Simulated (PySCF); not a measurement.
ethylenediamine cation (C₂H₈N₂), SMILES NCCN (connectivity only; charge and spin as stated), charge +1, multiplicity 2.

Coordinates come from a PBE0-D3(BJ)/def2-SVP optimisation. The multiplicity is an assumed one; no other spin state was optimised. The values are those of a single conformer.

These are SMD-PBE0/def2-SVP (PySCF) values and carry that method's errors.

Solvation free energies are E(SMD) − E(gas) at the gas-phase geometry, for 1 M in both phases.

Task: Rank water, diethylether, n-hexane by solvation free energy, most negative first.

Result: water (-62.1 kcal/mol), diethylether (-49.2 kcal/mol), n-hexane (-30.0 kcal/mol)
